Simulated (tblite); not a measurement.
Start geometry of `C[Si@H]1C[Si@H](P)C1` from a force field or distance geometry (Å):
```
atom  x, y, z in Å
C1    -2.148    0.933    0.519
Si2   -1.231   -0.668    0.682
C3    -0.290   -0.985   -0.911
Si4    0.914    0.285   -0.236
P5     2.952    0.015   -0.939
C6     0.492   -0.497    1.425
H7    -3.160    0.788    0.092
H8    -1.591    1.576   -0.194
H9    -2.255    1.447    1.505
H10   -2.000   -1.806    1.191
H11    0.074   -2.029   -0.902
H12   -0.821   -0.657   -1.820
H13    0.479    1.672   -0.343
H14    3.944    0.343    0.065
H15    3.146    0.952   -2.058
H16    0.918   -1.521    1.560
H17    0.569    0.165    2.303
```

Q: What comes out of this run: GFN2-xTB geometry optimisation, gas phase in tblite 0.8.0?

A: 
```
atom  x, y, z in Å
C1    -2.6435    0.4557    0.8394
Si2   -1.0761   -0.5816    0.5983
C3    -0.2916   -0.3992   -1.1454
Si4    1.2930    0.3936   -0.4095
P5     3.0636   -0.9656   -0.6378
C6     0.5044    0.2251    1.3318
H7    -3.4685    0.0525    0.2614
H8    -2.4885    1.4830    0.5253
H9    -2.9479    0.4704    1.8808
H10   -1.2919   -1.9712    1.0189
H11   -0.1224   -1.3400   -1.6620
H12   -0.8416    0.2404   -1.8295
H13    1.5366    1.7844   -0.8321
H14    3.9393   -0.1181    0.0162
H15    3.4285   -0.4723   -1.8773
H16    1.0590   -0.4129    2.0143
H17    0.3406    1.1677    1.8457
```

The energy falls by 1.306 eV over 95 L-BFGS steps, the largest force on an atom goes from 2.24 to 0.007 eV/Å, and the atoms move by 0.946 Å rms after alignment. The bond that changes most is P5–H15 (three-coordinate phosphorus to P–H hydrogen), which shortens by 0.090 Å. Bonds longer at the end by more than 0.005 Å: 7 of 17; shorter: 9. Among the angles that change most is Si4–P5–H14, from 113.0° to 94.6°. Among the dihedrals that turn most is H11–C3–Si4–P5, from 44° to -6°. Rotational constants go from 4449, 981.1, 966.9 to 4707, 889.8, 863.3 MHz. The orientation of the end geometry is arbitrary; only internal coordinates are fixed.

Hardware: an Arm Neoverse V2 with one thread, shared host with 32 logical CPUs at a one-minute load of 32. Cost: 0.68 s of wall time.

Its GFN2-xTB frequencies are all real (lowest 32 cm⁻¹). The numbers are those of one conformer.

These are computed values.
